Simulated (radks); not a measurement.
The numbers below are computed, except where a source is named.
Valence configurations of Os2+ (all share [Xe]). Level of theory: Dirac Kohn-Sham, PBEsol, spin-unpolarised, spherical densities, finite nucleus; open shells fill j = l - 1/2 first; Fermi nuclear charge, rms radius 5.4126 fm (a radial shooting solver on a logarithmic mesh with Libxc functionals). Order these by energy: 4f12.5 5d6.5 6s1; 4f14 5d6; 4f12 5d8; 4f13 5d7; 4f11.5 5d6.5 6s1 6p1; 4f13 5d6 6s1; 4f14 5d5 6p1; 4f14 5d5 6s1; 4f14 5d4 6s2; 4f14 5d5.5 6p0.5.

Answer. From the lowest, in eV above it: 4f14 5d6 0.000; 4f14 5d5 6s1 2.082; 4f14 5d5.5 6p0.5 4.079; 4f14 5d4 6s2 5.161; 4f14 5d5 6p1 8.557; 4f13 5d7 49.493; 4f13 5d6 6s1 52.682; 4f12.5 5d6.5 6s1 81.393; 4f12 5d8 108.13; 4f11.5 5d6.5 6s1 6p1 159.25. NIST lists [Xe] 4f14 5d6 as the ground configuration; this level of theory agrees among the configurations tried. The energies are those of spherical spin-averaged densities, not of single terms.
